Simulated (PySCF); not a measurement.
## A small calculation by hand: chemical shift, span and skew from a shielding tensor

Si(Cl)(F)2(SH) (ClF2HSSi), SMILES F[Si](F)(S)Cl. Atoms are numbered in the order given.

```xyz
6

F     -1.2540    -0.8121    -1.0430
Si    -0.2270     0.1049    -0.2221
F     -0.5062     1.6318    -0.6347
S      1.7094    -0.5277    -0.7526
Cl    -0.6250    -0.0415     1.7710
H      2.2950     0.3009     0.1426
```
Charge 0, spin multiplicity 1.

Geometry: r2SCAN-D4/def2-SVP. One conformer was computed; it need not be the lowest.

GIAO shieldings from HF/pcSseg-1 (PySCF), non-relativistic, no solvent. The symmetric part of the tensor of Si2 has the principal values 377.9, 409.7, 468.6 ppm. The same nucleus in TMS has σ = 393.8 ppm at this level (PySCF, at its B3LYP-D3(BJ)/def2-TZVP geometry). Without spin–orbit terms, shifts of atoms bonded to Cl or Br come out too high.

### Question
Work out the isotropic shielding, the ²⁹Si shift against TMS, the span and the skew.

### Answer

σ(iso) = (σ11 + σ22 + σ33)/3 = 418.7 ppm. δ = σ(ref) − σ(iso) = 393.8 − (418.7) = -24.9 ppm.
Span Ω = σ33 − σ11 = 90.7 ppm. Skew κ = 3(σ(iso) − σ22)/Ω = 0.30. Tumbling in solution averages the tensor to δ; in a static solid the shielding alone would spread this spin-1/2 line over Ω.
